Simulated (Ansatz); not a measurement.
Abridged output of a molecular run in Ansatz:

```
Functional definition: HF
1777 factors; integrals over basis functions are off by at most 1.2e-3 eV
mean field evaluation 1: about -34732.8407 eV, gradient 3.7e1 eV
mean field evaluation 2: about -34733.1897 eV, gradient 3.8e1 eV
mean field evaluation 4: about -34737.1416 eV, gradient 3.9e0 eV
mean field evaluation 8: about -34737.2200 eV, gradient 2.8e-1 eV
mean field -34737.22035407 eV, -1276.5693022783 hartree, gradient 5.9e-6 eV, S^2 0.000000; 0 other end points of the search recorded, 0 dependent functions left out
21 core orbitals not correlated: weight in the atoms' cores, before any rotation towards them, 1.000 or more for the frozen orbitals, at most 0.000 for the correlated occupied ones
reference -34737.22035407 eV, -1276.5693022783 hartree; 15, 15 occupied and 275, 275 virtual orbitals, 1777 factors
second order -19.78899310 eV of doubles, -0.00000000 eV of singles
cycle   1  -21.01097395 eV  change    -1.2e0 eV  update   1.1e-1
cycle   2  -21.63568426 eV  change   -6.2e-1 eV  update   3.2e-2
cycle   3  -21.72297250 eV  change   -8.7e-2 eV  update   1.4e-2
cycle   4  -21.71237771 eV  change    1.1e-2 eV  update   3.7e-3
cycle   5  -21.71152967 eV  change    8.5e-4 eV  update   1.5e-3
cycle   6  -21.71142786 eV  change    1.0e-4 eV  update   4.3e-4
cycle   7  -21.71125358 eV  change    1.7e-4 eV  update   1.5e-4
cycle   8  -21.71127073 eV  change   -1.7e-5 eV  update   5.4e-5
cycle   9  -21.71129296 eV  change   -2.2e-5 eV  update   2.2e-5
perturbative correction -0.89285974 eV, -0.0328119903 hartree
Total energy: -34759.82450676 eV, -1277.3999895683 hartree
```

Its atoms:

Cartesian coordinates in Å:
```
N 1.547 1.169 0.357
Si 1.697 -0.543 0.574
Al -0.626 -1.301 0.550
S -2.017 0.388 1.141
Si -1.953 0.495 -0.947
H 2.368 1.746 0.257
H 0.833 1.648 0.884
H 2.437 -0.971 1.807
H 2.503 -1.073 -0.565
H -1.265 -2.745 0.421
H -1.333 1.706 -1.528
H -0.981 -0.659 -1.308
H -3.210 0.141 -1.644
```

(1) Which basis set was used?
A. cc-pV(D+d)Z
B. cc-pV(Q+d)Z
C. def2-TZVPP
D. def2-QZVPP

(2) Write the keys of the input that set method, charge and spin (a neutral closed shell needs none for the last two).

Results:

(1) C. It gives 311 functions.

(2) 
```yaml
correlation: {method: ccsd_t}
```
